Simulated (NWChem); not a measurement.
Species: MoSCl$_{2}$F$_{2}$; SMILES [Cl][Mo]([F])([F])(=[S])[Cl]

```xyz
6

Mo     0.0264    -0.0004     0.2212
S     -2.0404     0.0020    -0.2105
F      1.8535    -0.0002     0.7498
F     -0.2327    -0.0028     2.0262
Cl     0.4977    -1.8784    -0.9102
Cl     0.4994     1.8789    -0.9079
```
Atoms are numbered in this order, from 1.

Program: NWChem. All runs use the structure optimised with PBE0/def2-SVP. No frequency run checked for a minimum. def2 effective core potentials on Mo; no spin-orbit coupling. Total energies compare along this basis series because the functional is fixed.

```json
[
 {"level": "B3LYP/def2-SVP", "basis functions": "113", "energy (Ha)": "-1586.1407", "highest occupied level (eV)": "-8.62", "orbital gap (eV)": "3.95", "dipole (D)": "2.19"},
 {"level": "B3LYP/def2-SVPD", "basis functions": "161", "energy (Ha)": "-1586.1714", "highest occupied level (eV)": "?", "orbital gap (eV)": "3.88", "dipole (D)": "2.39"},
 {"level": "B3LYP/def2-TZVP", "basis functions": "213", "energy (Ha)": "-1586.8666", "highest occupied level (eV)": "-8.67", "orbital gap (eV)": "3.91", "dipole (D)": "2.39"},
 {"level": "B3LYP/def2-TZVPP", "basis functions": "244", "energy (Ha)": "-1586.8743", "highest occupied level (eV)": "-8.65", "orbital gap (eV)": "3.93", "dipole (D)": "2.29"}
]
```

Question: What belongs in the gaps?

Answer: 
- B3LYP/def2-SVPD, highest occupied level (eV): -8.76
